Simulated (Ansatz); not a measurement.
`FC(F)C1CO1` + HBr → `BrC1CO1` + difluoromethane at 600 K and 1 bar (substitution at a C–C bond).

Isolated molecules relaxed with PBE0-D4/def2-TZVP in Ansatz; ΔE leaves out vibrations. CCSD(T)/CBS is the MP2 limit (def2-TZVPP, def2-QZVPP) plus CCSD(T) − MP2 in def2-TZVPP, frozen cores. This one scheme is used for every species. For Br outer-core shells are correlated without core-valence functions, which leaves a few kJ/mol of doubt a bond. Scalar relativity is left out up to krypton. One conformer a species, not always the lowest.

| species | CCSD(T)/CBS energy (Eh) | H − E (kJ/mol) | S (J/(mol·K)) |
| --- | --- | --- | --- |
| `FC(F)C1CO1` | -391.26579 | 239.7 | 396.9 |
| HBr | -2573.91920 | 33.5 | 219.1 |
| `BrC1CO1` | -2726.34478 | 164.1 | 345.9 |
| `FCF` | -238.82660 | 113.4 | 283.4 |

H − E and S are ideal-gas, rigid-rotor, harmonic terms from PBE0-D4/def2-TZVP, for one conformer and one mirror image of each species. 1 Eh = 2625.50 kJ/mol, R = 8.31446 J/(mol·K).

Problem. By hand: ΔE, ΔH, ΔS and ΔG.

Solution. ΔE = (-2726.34478) + (-238.82660) − (-391.26579) − (-2573.91920) = 0.01361 Eh = 35.7 kJ/mol. Δ(H − E) = 164.1 + 113.4 − 239.7 − 33.5 = 4.3, so ΔH = 40.0 kJ/mol. ΔS = 345.9 + 283.4 − 396.9 − 219.1 = 13.3 J/(mol·K). ΔG = 40.0 − 600 × (13.3)/1000 = 32.0 kJ/mol.

Problem. By hand: the equilibrium constant, and the temperature at which ΔG would vanish if ΔH and ΔS stayed fixed.

Solution. log₁₀ K = −ΔG/(RT ln 10) = -2.8. ΔG = 0 at ΔH/ΔS = 3008 K, far beyond where these terms or the molecules hold.

The number of gas molecules stays the same, so ΔS is small and ΔH decides. A doubt of 5 kJ/mol in ΔE shifts log₁₀ K by 0.4 here. Other conformers and mirror images would add mixing entropy, several J/(mol·K) or more a flexible species. These are equilibria of isolated gas molecules and say nothing of rates. Largest T1 diagnostic: 0.012 (customary marks: 0.02 for closed shells, 0.045 for open ones).
